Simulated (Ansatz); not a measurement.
Input file for CH₄GeOSi:

```yaml
crystal:
  periodic: [false, false, false]
  atoms:
    - {symbol: O, position_ang: [2.007070, -0.020298, 2.089436]}
    - {symbol: C, position_ang: [1.311281, 0.401555, 1.308998]}
    - {symbol: Si, position_ang: [0.007863, 0.453538, -0.221869]}
    - {symbol: Ge, position_ang: [-0.446903, -1.686730, -1.095068]}
    - {symbol: H, position_ang: [0.883439, 1.368107, -1.004675]}
    - {symbol: H, position_ang: [-0.952642, 1.293543, 0.542790]}
    - {symbol: H, position_ang: [-1.083073, -0.201382, -1.645684]}
    - {symbol: H, position_ang: [-1.634834, -1.665333, -0.029729]}
basis:
  gaussian: {orbitals: def2-SVP}
correlation: {method: ccsd_t}
```

```sh
$ ansatz run in.yaml --threads 4 --pin off --events-out ev --progress --plain
```

Log, shortened:

```
Functional definition: HF
  name "HF"
  cite "Fock, Z. Phys. 61, 126 (1930) doi:10.1007/BF01340294"
  parent pbe
  exchange = exact_x
  correlation = 0
962 factors; integrals over basis functions are off by at most 1.3e-3 eV
mean field evaluation 1: about -67449.9546 eV, gradient 2.8e1 eV
mean field evaluation 2: about -67449.9901 eV, gradient 2.8e1 eV
mean field evaluation 4: about -67452.2028 eV, gradient 3.4e0 eV
mean field evaluation 8: about -67452.2650 eV, gradient 6.6e-4 eV
mean field -67452.26498660 eV, -2478.8250174704 hartree, gradient 3.1e-6 eV, S^2 0.000000; 0 other end points of the search recorded, 0 dependent functions left out
16 core orbitals not correlated: weight in the atoms' cores, before any rotation towards them, 1.000 or more for the frozen orbitals, at most 0.000 for the correlated occupied ones
reference -67452.26498660 eV, -2478.8250174704 hartree; 16, 16 occupied and 66, 66 virtual orbitals, 962 factors
second order -17.28491934 eV of doubles, -0.00000000 eV of singles
cycle   1  -17.26923690 eV  change    1.6e-2 eV  update   1.3e-1
cycle   2  -17.93961036 eV  change   -6.7e-1 eV  update   4.4e-2
cycle   3  -18.09847375 eV  change   -1.6e-1 eV  update   2.2e-2
cycle   4  -18.08454552 eV  change    1.4e-2 eV  update   5.5e-3
cycle   5  -18.08551585 eV  change   -9.7e-4 eV  update   2.6e-3
cycle   6  -18.08615312 eV  change   -6.4e-4 eV  update   9.6e-4
cycle   7  -18.08544693 eV  change    7.1e-4 eV  update   5.8e-4
cycle   8  -18.08541399 eV  change    3.3e-5 eV  update   2.0e-4
cycle   9  -18.08548071 eV  change   -6.7e-5 eV  update   8.5e-5
cycle  10  -18.08547888 eV  change    1.8e-6 eV  update   3.5e-5
perturbative correction -0.69208057 eV, -0.0254334917 hartree
Total energy: -67471.04254605 eV, -2479.5150800520 hartree
```

It took 6 s on 4 threads of a server CPU on a shared host, with 0.36 GiB of host memory at the peak.

The correlation energy is -18.778 eV, 3.7 % of it from (T); the T1 diagnostic reads 0.0160.
